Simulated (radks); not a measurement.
Results of a calculation; reference values are marked as such.
Question: Ionisation of the lanthanum ion La+, [Xe] 5d2, to La2+, [Xe] 5d1, under several functionals. Dirac Kohn-Sham, spin-unpolarised, spherical densities, finite nucleus; open shells are shared between the two j in proportion to 2j + 1; a radial shooting solver on a logarithmic mesh with Libxc functionals. The NIST Atomic Spectra Database gives 11.185 eV (measured). Rank these functionals by the error of their Delta-SCF ionisation energy: SOGGA; AM05; BLYP; LDA (Slater exchange, Perdew-Zunger correlation); RPBE; exchange-only B88; Wu-Cohen GGA.

Answer: From best to worst: LDA (Slater exchange, Perdew-Zunger correlation) 11.001 eV (-0.184); Wu-Cohen GGA 10.764 eV (-0.421); RPBE 10.764 eV (-0.421); AM05 10.754 eV (-0.431); BLYP 10.738 eV (-0.447); SOGGA 10.699 eV (-0.486); exchange-only B88 9.985 eV (-1.200). Spin polarisation and multiplet splitting are left out, so open shells lie too high by an amount that depends on their filling. Sharing an open shell by 2j + 1 raises it above the true ground level by a part of the spin-orbit splitting, which enters the differences from NIST.

Beside tabulated values, note that spin-unpolarised runs miss the spin-polarisation part of the exchange energy of open shells.
